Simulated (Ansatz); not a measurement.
Reaction (hydrogenolysis of the Si–F bond): `N[Si](F)(F)S` + H₂ → `N[SiH](F)S` + H–F

Gas-phase electronic energies from Ansatz, PBE0-D4/def2-TZVP geometries. CCSD(T)/CBS is the MP2 limit (def2-TZVPP, def2-QZVPP) plus CCSD(T) − MP2 in def2-TZVPP, frozen cores. This one scheme is used for every species. Functionals use def2-TZVPP. One conformer a species, not always the lowest.

CCSD(T)/CBS gives +31.5 kcal/mol.

(1) Another level gave +32.1 kcal/mol. Which?
A. B97M-V/def2-TZVPP
B. PBE0-D4/def2-TZVPP
C. B2PLYP/def2-TZVPP
D. revPBE/def2-TZVPP

Largest T1 diagnostic among the species: 0.011.

Answers

(1) C. B2PLYP 32.1, revPBE 29.0, B97M-V 34.1, PBE0-D4 30.3 kcal/mol.

Leaving LDA and LC-ωPBE aside and taking each functional with its dispersion term where it has one, the values, not all of them listed here, spread over 3.9 kcal/mol, from PBE-D4 to B97M-V. LDA lies +1.3 kcal/mol from PBE without D4. From r2SCAN to r2SCAN0 (25 % exact exchange), in def2-TZVPP and without D4, ΔE moves by −0.8 kcal/mol.

CCSD(T)/CBS has its own doubt, a few kJ/mol and more with outer-core shells, so smaller differences from it don't rank the levels.
